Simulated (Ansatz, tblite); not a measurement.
Forces on C18H22, a cluster at its PBE-D4/def2-SVP geometry. The state is a singlet with charge 0.

The xTB rows come from tblite. Single mean-field runs in def2-TZVP are fitted with def2-universal-jkfit. The restricted singlet is unstable towards broken spin symmetry in Hartree–Fock (as tested in another run); at PBE-D4/def2-TZVP this wasn't settled. Another isomer (singlet) lies 4.45 eV lower at PBE0-D4/def2-TZVP; other spin states weren't run for this one.

GFN1-xTB (tblite), largest force 1.06 eV/Å:

```xyz
40
positions Å, forces eV/Å
C    -8.019   -1.413   -5.570   -0.522   -0.091   -0.389
C    -6.867   -1.253   -4.633    0.904    0.192    0.517
C    -5.656   -0.729   -4.973   -0.636   -0.155   -0.181
C    -4.503   -0.533   -4.115    0.294   -0.004    0.403
C    -4.446   -0.706   -2.751   -0.287   -0.029   -0.406
C    -3.300   -0.534   -1.902    0.472    0.120    0.111
C    -2.008   -0.220   -2.282   -0.486   -0.077   -0.404
C    -0.926   -0.059   -1.373    0.464    0.054    0.402
C     0.369    0.249   -1.755   -0.429   -0.085   -0.087
C     1.507    0.424   -0.905    0.218    0.017    0.371
C     1.549    0.331    0.475   -0.483   -0.081   -0.289
C     2.727    0.516    1.252    0.487    0.072    0.357
C     2.782    0.426    2.631   -0.501   -0.074   -0.369
C     3.965    0.607    3.407    0.529    0.078    0.342
C     4.011    0.516    4.780   -0.256   -0.025   -0.424
C     5.169    0.681    5.637    0.614    0.105    0.165
C     6.454    0.932    5.257   -0.894   -0.136   -0.516
C     7.605    1.092    6.196    0.516    0.065    0.381
H    -8.339   -2.477   -5.645    0.298    0.545    0.083
H    -7.778   -1.053   -6.591   -0.072   -0.171    0.526
H    -8.914   -0.855   -5.212    0.575   -0.228   -0.118
H    -7.030   -1.598   -3.595   -0.031    0.170   -0.578
H    -5.519   -0.419   -6.025    0.011   -0.127    0.539
H    -3.586   -0.198   -4.631   -0.475   -0.173    0.189
H    -5.375   -1.000   -2.233    0.473    0.119   -0.191
H    -3.477   -0.672   -0.820    0.013    0.052   -0.528
H    -1.779   -0.086   -3.355   -0.113   -0.052    0.520
H    -1.154   -0.195   -0.301    0.112    0.069   -0.520
H     0.550    0.372   -2.837   -0.020   -0.045    0.525
H     2.458    0.660   -1.414   -0.483   -0.113    0.181
H     0.621    0.099    1.028    0.454    0.113   -0.267
H     3.661    0.746    0.707   -0.466   -0.112    0.254
H     1.848    0.196    3.177    0.469    0.115   -0.254
H     4.892    0.835    2.850   -0.456   -0.113    0.262
H     3.061    0.292    5.297    0.502    0.112   -0.175
H     4.973    0.587    6.721    0.015    0.033   -0.551
H     6.686    1.027    4.180   -0.013   -0.028    0.602
H     8.095    2.083    6.073   -0.378   -0.483    0.009
H     8.399    0.338    5.997   -0.521    0.329    0.044
H     7.294    0.991    7.255    0.103    0.042   -0.534
```

GFN2-xTB (tblite), largest force 0.94 eV/Å:

```
C -0.397 -0.073 -0.294
C 0.861 0.236 0.286
C -0.636 -0.206 0.007
C 0.181 -0.037 0.447
C -0.172 0.009 -0.448
C 0.489 0.136 -0.043
C -0.482 -0.094 -0.195
C 0.466 0.070 0.198
C -0.445 -0.100 0.058
C 0.089 -0.014 0.432
C -0.297 -0.037 -0.365
C 0.278 0.022 0.440
C -0.294 -0.026 -0.452
C 0.332 0.034 0.416
C -0.121 0.006 -0.487
C 0.625 0.116 -0.020
C -0.864 -0.143 -0.283
C 0.391 0.049 0.287
H 0.304 0.597 0.091
H -0.071 -0.197 0.627
H 0.610 -0.263 -0.133
H 0.032 0.230 -0.733
H -0.047 -0.174 0.655
H -0.591 -0.220 0.298
H 0.586 0.166 -0.301
H 0.069 0.076 -0.645
H -0.151 -0.076 0.693
H 0.151 0.091 -0.693
H -0.073 -0.066 0.641
H -0.573 -0.139 0.269
H 0.605 0.152 -0.357
H -0.588 -0.142 0.328
H 0.591 0.146 -0.328
H -0.608 -0.150 0.356
H 0.594 0.136 -0.267
H 0.078 0.051 -0.670
H -0.087 -0.050 0.763
H -0.393 -0.534 0.011
H -0.552 0.371 0.050
H 0.108 0.047 -0.638
```

PBE-D4/def2-TZVP (Ansatz), largest force 0.33 eV/Å:

```
C -0.173 -0.024 -0.135
C 0.289 0.063 0.124
C -0.229 -0.065 -0.042
C 0.109 0.004 0.151
C -0.074 0.002 -0.139
C 0.123 0.024 0.038
C -0.052 -0.015 -0.014
C 0.047 0.008 0.016
C -0.111 -0.021 -0.034
C 0.066 0.004 0.102
C -0.041 -0.006 -0.050
C 0.043 0.003 0.057
C -0.048 -0.007 -0.062
C 0.046 0.002 0.085
C -0.108 -0.013 -0.153
C 0.238 0.043 0.042
C -0.293 -0.049 -0.124
C 0.164 0.018 0.130
H 0.102 0.278 0.023
H -0.048 -0.094 0.286
H 0.247 -0.135 -0.089
H 0.044 0.099 -0.314
H -0.049 -0.089 0.291
H -0.257 -0.092 0.144
H 0.255 0.084 -0.139
H 0.050 0.039 -0.287
H -0.057 -0.035 0.288
H 0.057 0.036 -0.288
H -0.050 -0.032 0.287
H -0.251 -0.062 0.137
H 0.251 0.064 -0.147
H -0.243 -0.059 0.144
H 0.244 0.061 -0.145
H -0.250 -0.059 0.147
H 0.255 0.061 -0.142
H 0.065 0.028 -0.299
H -0.065 -0.028 0.324
H -0.141 -0.243 0.029
H -0.216 0.183 0.045
H 0.063 0.024 -0.285
```
